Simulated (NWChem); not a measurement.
System: SiN2H5Cl; SMILES N[SiH](N)Cl

Here is an NWChem input.

```
start job
memory heap 200 mb stack 900 mb global 1100 mb
geometry units angstroms noautoz
  Si     0.022121    -0.400769     0.376847
  N     -1.487397    -0.957946    -0.210241
  N      1.242596    -1.368231    -0.328099
  Cl     0.027592     1.627262    -0.131565
  H      0.290509    -0.418244     1.841352
  H     -2.290508    -0.341882    -0.235548
  H     -1.748447    -1.932623    -0.117502
  H      1.261092    -1.516767    -1.331197
  H      2.172435    -1.394183     0.074141
end
basis spherical
  * library aug-cc-pvdz
end
dft
  xc xtpss03 ctpss03
  iterations 150
  mulliken
end
task dft energy
```

Excerpt of the output:

```
             Northwest Computational Chemistry Package (NWChem) 7.3.0
             --------------------------------------------------------

 C1  symmetry detected

                             Geometry "geometry" -> ""
                             -------------------------

 Output coordinates in angstroms (scale by  1.889725989 to convert to a.u.)

  No.       Tag          Charge          X              Y              Z
 ---- ---------------- ---------- -------------- -------------- --------------
    1 Si                  14.0000     0.01922968    -0.40855209     0.38449584
    2 N                    7.0000    -1.49562879    -0.89671994    -0.24848055
    3 N                    7.0000     1.21678587    -1.42182431    -0.29493730
    4 Cl                  17.0000     0.12458248     1.62109225    -0.10628625
    5 H                    1.0000     0.24589059    -0.44817871     1.85560663
    6 H                    1.0000    -2.27095168    -0.24689903    -0.29054924
    7 H                    1.0000    -1.80014386    -1.86007184    -0.17123701
    8 H                    1.0000     1.25681452    -1.56364030    -1.29837966
    9 H                    1.0000     2.13317325    -1.49023932     0.13240874

 Effective nuclear repulsion energy (a.u.)     225.0676891086

                                 NWChem DFT Module
                                 -----------------

 Summary of "ao basis" -> "ao basis" (spherical)
 ------------------------------------------------------------------------------
       Tag                 Description            Shells   Functions and Types
 ---------------- ------------------------------  ------  ---------------------
 Si                       aug-cc-pvdz               11       27   5s4p2d
 N                        aug-cc-pvdz                9       23   4s3p2d
 Cl                       aug-cc-pvdz               11       27   5s4p2d
 H                        aug-cc-pvdz                5        9   3s2p

            General Information
            -------------------
          SCF calculation type: DFT
          Wavefunction type:  closed shell.
          No. of atoms     :     9
          No. of electrons :    50
           Alpha electrons :    25
            Beta electrons :    25
          Charge           :     0
          Spin multiplicity:     1
          Use of symmetry is: off; symmetry adaption is: off
          Maximum number of iterations: 150
          AO basis - number of functions:   145
                     number of shells:    65
          Convergence on energy requested:  1.00D-06
          Convergence on density requested:  1.00D-05
          Convergence on gradient requested:  5.00D-04

              XC Information
              --------------
                  TPSS metaGGA Exchange Functional  1.000
             TPSS03 metaGGA Correlation Functional  1.000

             Grid Information
             ----------------
          Grid used for XC integration:  medium
          Radial quadrature: Mura-Knowles
          Angular quadrature: Lebedev.
          Tag              B.-S. Rad. Rad. Pts. Rad. Cut. Ang. Pts.
          ---              ---------- --------- --------- ---------
          Si                  1.10       88          13.0       590
          N                   0.65       49          14.0       434
          Cl                  1.00       88          15.0       590
          H                   0.35       45          16.0       434
          Grid pruning is: on
          Number of quadrature shells:   499
          Spatial weights used:  Erf1

      Superposition of Atomic Density Guess
      -------------------------------------

 Sum of atomic energies:        -859.41420433

      Non-variational initial energy
      ------------------------------

 Total energy =    -861.098767
 1-e energy   =   -1632.771339
 2-e energy   =     546.604883
 HOMO         =      -0.355375
 LUMO         =       0.011473

     ---------------------------------------------
      Total Density - Mulliken Population Analysis
     ---------------------------------------------

    Atom       Charge   Shell Charges
 -----------   ------   -------------------------------------------------------
    1 Si  14    12.52   2.00  2.02  0.71  0.11 -0.11  6.01  1.10  0.26  0.00  0.43 -0.02
    2 N    7     7.73   2.00  0.79  0.66  0.09  2.61  1.47  0.14  0.01 -0.04
    3 N    7     7.75   2.00  0.80  0.65  0.10  2.60  1.48  0.14  0.01 -0.03
    4 Cl  17    17.61   2.00  2.02  0.94  0.99  0.07  6.00  3.16  2.33  0.06  0.01  0.01
    5 H    1     0.84   0.70  0.09  0.00  0.01  0.04
    6 H    1     0.87   0.64  0.20 -0.00  0.05 -0.02
    7 H    1     0.90   0.64  0.22  0.01  0.05 -0.01
    8 H    1     0.89   0.64  0.21  0.00  0.05 -0.01
    9 H    1     0.90   0.64  0.22  0.00  0.05 -0.01

   convergence    iter        energy       DeltaE   RMS-Dens  Diis-err
 ---------------- ----- ----------------- --------- --------- ---------
 d= 0,ls=0.0,diis     1   -862.3276592626 -1.09D+03  9.46D-03  5.94D-01
 d= 0,ls=0.0,diis     2   -862.2865975199  4.11D-02  4.74D-03  9.01D-01
 d= 0,ls=0.0,diis     3   -862.3876796100 -1.01D-01  1.15D-03  6.12D-02
 d= 0,ls=0.0,diis     4   -862.3938354077 -6.16D-03  4.16D-04  6.24D-03
 d= 0,ls=0.0,diis     5   -862.3947940277 -9.59D-04  6.39D-05  1.51D-04
  Resetting Diis
 d= 0,ls=0.0,diis     6   -862.3948135133 -1.95D-05  1.71D-05  6.83D-06
 d= 0,ls=0.0,diis     7   -862.3948142699 -7.57D-07  1.46D-05  1.69D-06
 d= 0,ls=0.0,diis     8   -862.3948138203  4.50D-07  9.39D-06  5.66D-06

         Total DFT energy =     -862.394813820312
      One electron energy =    -1636.863587731008
           Coulomb energy =      614.416423425007
    Exchange-Corr. energy =      -65.015338622955
 Nuclear repulsion energy =      225.067689108644

 Numeric. integr. density =       49.999991622496

                       DFT Final Molecular Orbital Analysis
                       ------------------------------------

 Vector   23  Occ=2.000000D+00  E=-2.730089D-01
              MO Center=  1.1D-01,  1.3D+00,  6.2D-02, r^2= 2.2D+00
   Bfn.  Coefficient  Atom+Function         Bfn.  Coefficient  Atom+Function
  ----- ------------  ---------------      ----- ------------  ---------------
    84      0.546880  4 Cl pz                87      0.423014  4 Cl pz
   101     -0.162206  5 H  s                 82      0.156143  4 Cl px
    85      0.120799  4 Cl px                14     -0.118265  1 Si pz
     4     -0.110235  1 Si s                 11     -0.084662  1 Si pz
    83      0.072032  4 Cl py                32      0.066068  2 N  px

 Vector   24  Occ=2.000000D+00  E=-2.400314D-01
              MO Center=  9.8D-01, -9.8D-01, -2.2D-01, r^2= 2.6D+00
   Bfn.  Coefficient  Atom+Function         Bfn.  Coefficient  Atom+Function
  ----- ------------  ---------------      ----- ------------  ---------------
    56      0.479890  3 N  py                59      0.332099  3 N  py
    83      0.183796  4 Cl py                55      0.172539  3 N  px
    82     -0.173082  4 Cl px                85     -0.145948  4 Cl px
    58      0.134713  3 N  px                57     -0.132929  3 N  pz
    53     -0.110181  3 N  s                 86      0.107830  4 Cl py

 Vector   25  Occ=2.000000D+00  E=-2.362796D-01
              MO Center= -1.2D+00, -8.3D-01, -1.2D-01, r^2= 1.9D+00
   Bfn.  Coefficient  Atom+Function         Bfn.  Coefficient  Atom+Function
  ----- ------------  ---------------      ----- ------------  ---------------
    34      0.531370  2 N  pz                37      0.376234  2 N  pz
     4     -0.181824  1 Si s                 14     -0.152328  1 Si pz
   101     -0.151501  5 H  s                 32     -0.109620  2 N  px
    40      0.108914  2 N  pz                20     -0.100158  1 Si d  0
    30     -0.097502  2 N  s                102      0.092247  5 H  s

 Vector   26  Occ=0.000000D+00  E=-2.431735D-02
              MO Center= -2.1D-01, -1.6D+00, -5.5D-01, r^2= 1.3D+01
   Bfn.  Coefficient  Atom+Function         Bfn.  Coefficient  Atom+Function
  ----- ------------  ---------------      ----- ------------  ---------------
     5      0.938986  1 Si s                121     -0.709114  7 H  s
   139     -0.568584  9 H  s                130     -0.531311  8 H  s
   112     -0.362966  6 H  s                 30      0.263075  2 N  s
    53      0.254824  3 N  s                 31      0.250557  2 N  s
   103     -0.233278  5 H  s                 54      0.212036  3 N  s

 Vector   27  Occ=0.000000D+00  E=-1.004992D-02
              MO Center=  4.3D-02, -1.2D+00,  8.3D-02, r^2= 1.5D+01
   Bfn.  Coefficient  Atom+Function         Bfn.  Coefficient  Atom+Function
  ----- ------------  ---------------      ----- ------------  ---------------
   139      0.660221  9 H  s                 54     -0.534045  3 N  s
    31      0.524235  2 N  s                121     -0.525145  7 H  s
   112     -0.427564  6 H  s                 15      0.312627  1 Si px
   130      0.291996  8 H  s                 12      0.243382  1 Si px
    30      0.225885  2 N  s                 53     -0.212738  3 N  s

 Vector   28  Occ=0.000000D+00  E= 6.850897D-03
              MO Center=  1.8D-01, -3.8D-01,  7.7D-01, r^2= 1.4D+01
   Bfn.  Coefficient  Atom+Function         Bfn.  Coefficient  Atom+Function
  ----- ------------  ---------------      ----- ------------  ---------------
     4      0.869757  1 Si s                 16      0.750493  1 Si py
   130      0.575443  8 H  s                 78     -0.567581  4 Cl s
     5      0.551735  1 Si s                 17     -0.491993  1 Si pz
   139     -0.451183  9 H  s                103     -0.409578  5 H  s
    13      0.378506  1 Si py               102     -0.310967  5 H  s

     ---------------------------------------------
      Total Density - Mulliken Population Analysis
     ---------------------------------------------

[...]
```

Level: TPSS/aug-cc-pVDZ. The geometry was optimised at PBE0/def2-SVP.
